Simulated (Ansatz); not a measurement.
Ideal-gas functions of BrClH2NSi, SMILES `N[Si](Cl)Br` radical at 800 K and 1 bar, from an Ansatz frequency run at PBE0-D4/def2-TZVP.

Molar mass 159.47 g/mol, point group C1 (symmetry number 1), electronic degeneracy 2, moments of inertia 109.683, 351.456, 442.04 u Å². Harmonic wavenumbers (cm⁻¹, unscaled): 124, 142, 255, 294, 334, 408, 531, 806, 877, 1560, 3596, 3703.

Use S(trans) = R[1.5 ln M + 2.5 ln T − 1.1517]; rotational temperatures θ = 24.2544 K / I; S(rot) = R[ln(√π/σ · √(T³/θAθBθC)) + 1.5]; for each mode x = 1.438777 ν̃/T, S = R[x/(eˣ − 1) − ln(1 − e⁻ˣ)] and H = RT x/(eˣ − 1); 1 cm⁻¹ = 0.0119627 kJ/mol; R = 8.31446 J/(mol·K).

Question: By hand: the entropy, in J/(mol·K).

Answer: Translation 192.6. Rotation: θ = 0.2211, 0.069, 0.0549 K, giving 130.1. Vibration, mode by mode: 20.81, 19.69, 14.87, 13.71, 12.68, 11.07, 9.01, 5.92, 5.34, 2.02, 0.10, 0.08, in all 115.3. Electronic 5.8. Sum 443.8 J/(mol·K).

Question: By hand: H − E and G − E in kJ/mol, counted from the electronic energy.

Answer: Zero-point energy ½ × 12630 × 0.0119627 = 75.5; thermal vibration 42.4; translation, rotation and pV give 4 RT = 26.6. H − E = 144.5 kJ/mol, and G − E = 144.5 − 800 × 443.8/1000 = -210.5 kJ/mol.

Vibration gives 26 % of the entropy, 40.5 J/(mol·K) of it from the modes under 150 cm⁻¹: soft modes count most, and the harmonic formula is weakest for them. The sum counts one conformer and one mirror image; others add a mixing term.
